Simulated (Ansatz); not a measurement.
## Worked example: SiH2(CH3)Cl + C2H8GaN → SiH2(CH3)(NH2) + C2H6ClGa

Species: SiH2(CH3)Cl ((chlorosilyl)methane), singlet; C2H8GaN `C[CH2][GaH][NH2]`, singlet; SiH2(CH3)(NH2), singlet; C2H6ClGa `C[CH2][GaH][Cl]`, singlet. The partners trade Cl for NH2: Si–Cl and Ga–NH2 bonds give way to Si–NH2 and Ga–Cl.

Shapes, held fixed at every level: PBE0-D4/def2-TZVP. Flexible molecules stand in one conformer, not always the lowest. Programs: Ansatz 0.2.0. The zero-point and thermal change to 298 K, harmonic and unscaled (PBE0-D4/def2-TZVP), is -0.1 kJ/mol.

At CCSD(T)/def2-TZVPP; 1 Eh = 2625.50 kJ/mol:

```
       species   energy (Eh)
   SiH2(CH3)Cl   -789.878086
       C2H8GaN  -2059.034323
SiH2(CH3)(NH2)   -386.002384
      C2H6ClGa  -2462.919960
```

Work out ΔH(298 K) of the reaction at this level.


1. Products less reactants: (-386.002384) + (-2462.919960) − [(-789.878086) + (-2059.034323)] = -0.009935 Eh = -26.1 kJ/mol.
2. With the thermal change: -26.1 + (-0.1) = -26.2 kJ/mol.

Other levels give -44.7 (HF/def2-SVP) to -25.6 kJ/mol (CCSD(T)/def2-SVP). No measured value is set beside it here. Relativity is left out for Ga unless named. Correlated rows may include outer-core shells of Ga, which these sets cover unevenly.
